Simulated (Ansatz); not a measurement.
Relaxation of BF₂H₃O (7 atoms, charge 0, multiplicity 1), to a largest force component of 0.03 eV/Å in at most 50 steps.

The calculation used RKS PBE0-D4/6-31G* in Ansatz.

```xyz
7
Properties=species:S:1:pos:R:3
B 0.065 0.415 -0.431
O -0.013 0.003 2.137
H -0.943 -0.260 2.217
F 1.160 -0.160 -0.881
F -1.103 -0.157 -0.666
H 0.109 1.491 0.084
H -0.063 0.949 1.866
```

Task: Where does it end, and by what steps?

Result: It converged. The force dipped under the threshold on the way, but the program's further checks kept it going. After 27 steps the energy has fallen by 0.371 eV; H3 moved furthest, 1.33 Å.

```csv
step,energy less start (eV),largest force component (eV/Å),accepted
0,0.0000,0.854,yes
1,-0.0407,2.088,yes
2,0.0865,3.395,no
3,-0.1001,1.846,yes
4,-0.1803,0.849,yes
5,-0.2653,0.758,yes
6,-0.2843,0.715,yes
7,-0.2874,0.600,yes
8,-0.3057,0.216,yes
9,-0.3110,0.073,yes
10,-0.3133,0.209,yes
11,-0.3161,0.117,yes
12,-0.2446,1.644,no
13,-0.3187,0.055,yes
14,-0.3162,0.445,no
15,-0.3202,0.025,yes
16,-0.3215,0.117,yes
17,-0.3215,0.356,yes
18,-0.3299,0.064,yes
19,-0.3322,0.209,yes
20,-0.3497,0.166,yes
21,-0.2727,1.874,no
22,-0.3583,0.140,yes
23,-0.3612,0.408,yes
24,-0.3695,0.069,yes
25,-0.3706,0.010,yes
26,-0.3707,0.085,yes
27,-0.3708,0.024,yes
```

```xyz
7
Properties=species:S:1:pos:R:3
B 0.006 0.511 -0.116
O -0.054 0.458 1.692
H 0.340 -0.407 1.894
F 0.660 -0.660 -0.331
F -1.330 0.476 -0.365
H 0.593 1.534 -0.323
H -1.004 0.370 1.875
```

The run took 46 s on 1 thread of Arm Neoverse V2 (shared host), peak memory 0.13 GiB.
